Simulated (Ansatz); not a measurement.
Basis sets compared for BH2(nPr) (C₃H₉B). Charge 0, multiplicity 1. Geometry PBE-D4/def2-SVP. Ansatz on 4 threads of Arm Neoverse V2 on a shared host; times are rough, and most runs start from earlier orbitals.

```xyz
13

B     0.046    1.597   -1.358
H    -0.074    2.741   -0.949
H     0.765    1.411   -2.326
C    -0.603    0.389   -0.608
C     0.483   -0.164    0.363
C    -0.009   -1.363    1.178
H    -0.891   -0.433   -1.300
H    -1.496    0.670   -0.012
H     0.813    0.641    1.057
H     1.389   -0.455   -0.214
H    -0.311   -2.201    0.515
H     0.779   -1.740    1.861
H    -0.891   -1.094    1.795
```

Binding counts from free atoms (B doublet, H doublet, C triplet) in the same basis, without a counterpoise term.

| level | functions | energy (Eh) | HOMO (eV) | LUMO (eV) | binding per atom (eV) | wall time |
| --- | --- | --- | --- | --- | --- | --- |
| HF/6-31G | 54 | -143.4449 | -11.93 | 2.95 | 2.95 | 0.15 s |
| HF/def2-TZVP | 178 | -143.5548 | -12.01 | 2.12 | 3.03 | 0.55 s |
| PBE-D4/def2-SVP | 101 | -144.2311 | -7.29 | -2.23 | 3.99 | 0.65 s |
| PBE-D4/def2-TZVP (with forces) | 178 | -144.3884 | -7.36 | -2.33 | 3.96 | 1.3 s |
| r2SCAN-D4/def2-TZVP | 178 | -144.5087 | -7.63 | -1.91 | 3.92 | 2.2 s |
| PBE0-D4/def2-SVP | 101 | -144.2704 | -8.70 | -1.20 | 3.97 | 0.7 s |
| PBE0-D4/def2-TZVP | 178 | -144.4224 | -8.71 | -1.30 | 3.93 | 1.3 s |

Estimate the rows for PBE-D4/def2-TZVPD, r2SCAN-D4/def2-TZVPD, PBE0-D4/def2-TZVPD.


```json
{"level": "PBE-D4/def2-TZVPD", "functions": "229", "energy (Eh)": "-144.3888", "HOMO (eV)": "-7.36", "LUMO (eV)": "-2.35", "binding per atom (eV)": "3.96", "wall time": "1.7 s"}
{"level": "r2SCAN-D4/def2-TZVPD", "functions": "229", "energy (Eh)": "-144.5091", "HOMO (eV)": "-7.64", "LUMO (eV)": "-1.92", "binding per atom (eV)": "3.92", "wall time": "3.1 s"}
{"level": "PBE0-D4/def2-TZVPD", "functions": "229", "energy (Eh)": "-144.4228", "HOMO (eV)": "-8.71", "LUMO (eV)": "-1.32", "binding per atom (eV)": "3.93", "wall time": "1.9 s"}
```
